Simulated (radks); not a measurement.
Values are calculated unless marked as measured or tabulated.
Problem. Excited configurations of Ni IV: one electron is placed in a higher orbital outside [Ar] 3d6. The ground configuration is [Ar] 3d7. Code: a radial shooting solver on a logarithmic mesh with Libxc functionals. Model: scalar-relativistic Kohn-Sham, PBE, spin-polarised, spherical densities, finite nucleus; open shells are filled with parallel spins first; Fermi nuclear charge, rms radius 3.7757 fm. Excitation = E - E(ground); binding = E(ion) - E, where the ion is the core of charge +4; n* = 4/sqrt(2 binding) in atomic units, and the quantum defect is n - n*.

| outer orbital | excitation (eV) | binding (eV) | n* | quantum defect | eigenvalue (eV) | <r> (bohr) |
|---|---|---|---|---|---|---|
| 4s | 12.758 | 42.306 | 2.268 | 1.732 | -37.254 | 2.035 |
| 4p | 21.420 | 33.645 | 2.544 | 1.456 | -29.253 | 2.314 |
| 5s | 34.551 | 20.514 | 3.258 | 1.742 | -18.393 | 4.113 |
| 5f | 45.653 | 9.412 | 4.809 | 0.191 | -8.201 | 7.349 |
| 6s | 42.873 | 12.192 | 4.226 | 1.774 | -10.994 | 6.885 |
| 6p | 44.284 | 10.780 | 4.494 | 1.506 | -9.699 | 7.567 |
| 7s | 46.949 | 8.116 | 5.179 | 1.821 | -7.327 | 10.37 |
| 7p | 47.738 | 7.327 | 5.451 | 1.549 | -6.627 | 11.25 |

Estimate the row for 6f.

Solution. excitation (eV) 48.429; binding (eV) 6.636; n* 5.728; quantum defect 0.272; eigenvalue (eV) -5.895; <r> (bohr) 11.15. The Delta-SCF ionisation energy is 55.065 eV (NIST Atomic Spectra Database: 54.9 eV, semi-empirical). Self-interaction in the functional shifts the binding energies and quantum defects, so they are the method's values and not measured ones. Open shells are spherical and high-spin; term and fine-structure splittings are not resolved.
